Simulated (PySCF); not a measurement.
Ge(H)(SiH3), H4GeSi, SMILES [SiH3][GeH], PBE0/def2-SVP optimised geometry.

```
6

Ge    -1.16     1.57     0.00
H     -0.36     1.77     1.37
Si    -0.34    -0.75     0.00
H     -0.80    -1.45     1.25
H      1.16    -0.75     0.00
H     -0.80    -1.57    -1.17
```

Density from PBE0/def2-TZVP run with PySCF 2.14.0 at that geometry.

Minimum of the electron density along straight lines between bonded atoms, close to the bond critical point (lines longer than 1.1 times the sum of covalent radii, or with two minima, are not listed):

| bond | length / Å | ρ at the minimum / e bohr⁻³ | ∇²ρ there / e bohr⁻⁵ | position (fraction from the first atom) |
|---|---|---|---|---|
| Ge1–H2 | 1.598 | 0.119 | 0.04 | 0.58 |
| Ge1–Si3 | 2.460 | 0.082 | -0.10 | 0.50 |
| Si3–H4 | 1.501 | 0.115 | 0.15 | 0.49 |
| Si3–H5 | 1.501 | 0.115 | 0.15 | 0.49 |
| Si3–H6 | 1.497 | 0.117 | 0.15 | 0.49 |
